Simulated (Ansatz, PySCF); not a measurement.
Cl2GeH4OSi, SMILES [O]([GeH3])[SiH](Cl)Cl. Atoms are numbered in the order given.

```xyz
9

Si     1.0266     0.0700    -0.7417
Cl     0.8759     2.0196    -0.0680
Cl     2.2016    -0.9611     0.6054
O     -0.4573    -0.5962    -0.8292
Ge    -1.8481    -0.6492     0.3147
H      1.6739     0.0535    -2.0657
H     -2.7791     0.5055    -0.0649
H     -2.4944    -2.0154     0.0832
H     -1.2978    -0.4999     1.7382
```

Coordinates come from a r2SCAN-D4/def2-SVP optimisation. This is a generated structure with no PubChem entry under its InChIKey; it may be hypothetical. One conformer was computed; it need not be the lowest.

Two levels are set side by side: PBE-D3(BJ)/def2-SVP (Ansatz, a program for electronic structure) and r2SCAN-D4/def2-SVP (Ansatz). Each level has its own optimised geometry; the coordinates shown are those of the second. Frequencies come from the Hessian of PySCF at each geometry. Differences are taken from unrounded values.

```json
[
 {"quantity": "mean bond length (Å)", "r2SCAN-D4": "1.704", "PBE-D3(BJ)": "1.718", "PBE-D3(BJ) minus r2SCAN-D4": "0.015"},
 {"quantity": "bond Si1–Cl2 (Å)", "r2SCAN-D4": "2.068", "PBE-D3(BJ)": "2.078", "PBE-D3(BJ) minus r2SCAN-D4": "0.010"},
 {"quantity": "bond Si1–Cl3 (Å)", "r2SCAN-D4": "2.064", "PBE-D3(BJ)": "2.074", "PBE-D3(BJ) minus r2SCAN-D4": "0.011"},
 {"quantity": "bond Si1–O4 (Å)", "r2SCAN-D4": "1.629", "PBE-D3(BJ)": "1.646", "PBE-D3(BJ) minus r2SCAN-D4": "0.017"},
 {"quantity": "bond O4–Ge5 (Å)", "r2SCAN-D4": "1.802", "PBE-D3(BJ)": "1.821", "PBE-D3(BJ) minus r2SCAN-D4": "0.020"},
 {"quantity": "bond Si1–H6 (Å)", "r2SCAN-D4": "1.474", "PBE-D3(BJ)": "1.487", "PBE-D3(BJ) minus r2SCAN-D4": "0.013"},
 {"quantity": "bond Ge5–H7 (Å)", "r2SCAN-D4": "1.531", "PBE-D3(BJ)": "1.547", "PBE-D3(BJ) minus r2SCAN-D4": "0.015"},
 {"quantity": "bond Ge5–H8 (Å)", "r2SCAN-D4": "1.529", "PBE-D3(BJ)": "1.545", "PBE-D3(BJ) minus r2SCAN-D4": "0.016"},
 {"quantity": "bond Ge5–H9 (Å)", "r2SCAN-D4": "1.533", "PBE-D3(BJ)": "1.549", "PBE-D3(BJ) minus r2SCAN-D4": "0.015"},
 {"quantity": "highest harmonic wavenumber (cm⁻¹)", "r2SCAN-D4": "2318", "PBE-D3(BJ)": "2251", "PBE-D3(BJ) minus r2SCAN-D4": "-67"},
 {"quantity": "mean harmonic wavenumber (cm⁻¹)", "r2SCAN-D4": "857", "PBE-D3(BJ)": "827", "PBE-D3(BJ) minus r2SCAN-D4": "-31"},
 {"quantity": "zero-point energy (kcal/mol)", "r2SCAN-D4": "25.74", "PBE-D3(BJ)": "24.82", "PBE-D3(BJ) minus r2SCAN-D4": "-0.92"}
]
```
